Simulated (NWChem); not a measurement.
System: Si₂N₂H₅F; SMILES F[SiH]1N[SiH2]N1

Input file for NWChem:

```
start job
memory heap 200 mb stack 900 mb global 1100 mb
geometry units angstroms noautoz
  F      0.618589     2.112108     0.000000
  Si    -0.428973     0.870635     0.000000
  N     -0.118372    -0.338911    -1.195181
  Si     0.203733    -1.577276     0.000000
  N     -0.118372    -0.338911     1.195181
  H     -1.751668     1.542191     0.000000
  H     -0.116567    -0.334650    -2.203831
  H     -0.751711    -2.727715     0.000000
  H      1.587512    -2.145404     0.000000
  H     -0.116567    -0.334650     2.203831
end
basis spherical
  * library 6-31g*
end
dft
  xc becke97-d
  disp vdw 2
  iterations 150
  mulliken
end
task dft energy
```

All runs use the structure optimised with PBE0/def2-SVP.

**Question.** What results follow from this input? (B97-D/6-31G* (spherical d).) Quantities: energy (Ha); highest occupied level (eV); orbital gap (eV); dipole (D).

**Answer.** energy (Ha): -791.29
highest occupied level (eV): -5.64
orbital gap (eV): 5.16
dipole (D): 1.36
